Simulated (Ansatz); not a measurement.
## SiCl4 (silicon tetrachloride): the energy, rung by rung

The species is SiCl4 (5 atoms), meant as a singlet with charge 0. As SMILES, `Cl[Si](Cl)(Cl)Cl`. Geometry: optimised at wB97X-V/def2-SVP.

```csv
atom,x (Å),y (Å),z (Å)
Cl,-0.9678,-0.0880,1.7718
Si,0.0100,-0.0147,-0.0083
Cl,1.6642,-1.1922,0.0785
Cl,-1.2187,-0.6805,-1.4840
Cl,0.5622,1.9016,-0.3996
```

Each level gives the dissociation energy of the Si2–Cl1 bond into doublet SiCl3 and doublet Cl (shapes relaxed at wB97X-V/def2-SVP, no zero-point term) (eV). The values are calculated.

```tsv
level	kind	program	value (eV)	CPU time (all runs)
HF/def2-SVP	Hartree–Fock	Ansatz	3.53	2.1 s
SVWN5/def2-SVP	LDA	Ansatz	5.28	1.8 s
BLYP/def2-SVP	GGA	Ansatz	4.27	3.7 s
r2SCAN/def2-SVP	meta-GGA	Ansatz	4.60	8.1 s
PBE0-D4/def2-SVP	global hybrid	Ansatz	4.67	5.1 s
CAM-B3LYP/def2-SVP	range-separated hybrid	Ansatz	4.52	5.7 s
wB97M-V/def2-SVP	range-separated hybrid	Ansatz	4.89	19 s
MP2/def2-SVP	perturbation theory	Ansatz	4.63	2.5 s
```

The values span 3.53 to 5.28 eV. Hartree–Fock misses the correlation of the electron pair that is broken and comes out low. Measured bond enthalpies also hold zero-point and thermal terms, a few tenths of an eV less. Times are those of the runs behind each value, whatever else they computed, on shared processors of several kinds: orders of magnitude only.
